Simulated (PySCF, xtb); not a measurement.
SiBrCl3, SMILES Br[Si](Cl)(Cl)Cl.

Harmonic wavenumbers (cm⁻¹) from xtb with GFN2-xTB at its own minimum, in rising order: 105, 105, 157, 163, 164, 343, 490, 526, 526.

**Question.** What does PBE0-D3(BJ)/def2-SVP (PySCF) give at its own minimum? (Estimate from the structure and the level; the computed values follow.)

**Answer.** 127, 127, 184, 200, 200, 370, 567, 634, 634. Paired by order, the mean absolute difference is 52 cm⁻¹ and the zero-point energies are 3.7 and 4.4 kcal/mol.
